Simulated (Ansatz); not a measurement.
Consider the substitution at a C–C bond: `CC(F)CCl` + `[NH2][AlH][OH]` → `C[O][AlH][NH2]` + `FCCCl`.

Gas-phase electronic energies from Ansatz, PBE0-D4/def2-TZVP geometries. CCSD(T)/CBS adds triple-zeta CCSD(T) − MP2 to the extrapolated MP2 energy (def2 sets, frozen cores). This one scheme is used for every species. Functionals use def2-TZVPP. B3LYP here is the variant with VWN-RPA as its local correlation; programs differ in this. One conformer a species, not always the lowest.

`CC(F)CCl`:

Cartesian coordinates in Å:
```
C 0.528 -0.496 1.080
C 0.256 0.545 0.029
F 1.461 0.914 -0.564
C -0.633 0.077 -1.105
Cl -2.293 -0.203 -0.535
H 1.204 -0.097 1.837
H 0.988 -1.378 0.629
H -0.402 -0.794 1.565
H -0.171 1.450 0.474
H -0.676 0.837 -1.883
H -0.263 -0.857 -1.528
```

`[NH2][AlH][OH]`:

Z-matrix (Å, degrees):
```
N
Al 1 1.760
H 1 1.006 2 124.4
H 1 1.007 2 125.1 3 -180.0
O 2 1.698 1 116.8 3 -180.0
H 2 1.579 1 120.8 3 -0.1
H 5 0.955 2 123.2 1 180.0
```

`C[O][AlH][NH2]`:

```xyz
10

C     1.404   -0.897    1.048
O     0.502    0.042    0.550
Al   -0.656    0.039   -0.678
N    -1.576    1.520   -0.923
H     1.204   -1.092    2.107
H     1.357   -1.856    0.515
H     2.429   -0.519    0.966
H    -0.907   -1.237   -1.573
H    -2.290    1.634   -1.624
H    -1.466    2.367   -0.389
```

`FCCCl`:

Cartesian coordinates in Å:
```
F -0.324 -0.101 -1.787
C -0.588 -0.248 -0.439
C 0.603 0.256 0.338
Cl 0.280 0.077 2.076
H -0.768 -1.306 -0.233
H -1.485 0.327 -0.195
H 0.784 1.311 0.138
H 1.498 -0.318 0.102
```

Q: Is it downhill or uphill in electronic energy at CCSD(T)/CBS, and by how much? (An estimate is asked.)

A: Computed: Uphill: ΔE = +83.4 kJ/mol.

Q: What do these levels give: PBE-D4, r2SCAN-D4, PBE0-D4, ωB97X-V, ωB97M-V, B2PLYP, PBE0, B3LYP, MP2/def2-TZVPP, CCSD(T)/def2-TZVPP, SCS-MP2/def2-QZVPP, MP2/CBS(def2)? (Estimate.)

A: Computed: PBE-D4 76.5, r2SCAN-D4 79.9, PBE0-D4 77.8, ωB97X-V 76.4, ωB97M-V 80.0, B2PLYP 74.6, PBE0 75.8, B3LYP 68.3, MP2/def2-TZVPP 86.2, CCSD(T)/def2-TZVPP 80.2, SCS-MP2/def2-QZVPP 80.4, MP2/CBS(def2) 89.5 kJ/mol.

Largest T1 diagnostic among the species: 0.011.

The D4 term adds +3.7 kJ/mol with B3LYP and +2.0 kJ/mol with PBE0; it sums over pairs of atoms, weighted by their polarisabilities, and B3LYP, whose exchange is more repulsive, gets the larger term. In def2-TZVPP, CCSD(T) changes the Hartree–Fock value by +17.2 kJ/mol (the triples alone add +1.9 kJ/mol) and MP2 by +23.2 kJ/mol.
